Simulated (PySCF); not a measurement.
BFH, SMILES F[BH] (connectivity only; charge and spin as stated), charge +1, multiplicity 1. Atoms are numbered in the order given.

```xyz
3

B      0.0000     0.0000     0.6486
F      0.0000     0.0000    -0.5636
H      0.0000     0.0000     1.8292
```
Charge +1, spin multiplicity 1.

Geometry: PBE0-D3(BJ)/def2-TZVPD. The multiplicity is an assumed one; other spin states were not compared. The isomer is the one that the SMILES or the coordinates give; other isomers of the formula were not compared.

Two levels are set side by side: PBE/pcSseg-2 (PySCF) and HF/pcSseg-2 (PySCF). GIAO shifts against BF3 (¹¹B), CFCl3 (¹⁹F), TMS (¹H) at the same level; non-relativistic, no solvent, atoms listed together averaged. Differences are taken from unrounded values.

```csv
quantity,HF
δ(¹¹B) of B1 (ppm),12.1
δ(¹⁹F) of F2 (ppm),6.4
δ(¹H) of H3 (ppm),6.87
```

Q: What does PBE give, and how far is it from HF? (An estimate is asked for; the answer gives what the named calculation found.)

A: 
```tsv
quantity	PBE	PBE minus HF
δ(¹¹B) of B1 (ppm)	4.4	-7.7
δ(¹⁹F) of F2 (ppm)	-38.9	-45.3
δ(¹H) of H3 (ppm)	6.16	-0.71
```

Rough cost on one machine, each run with all the roots and properties that it gave: HF against PBE within a factor of 2.
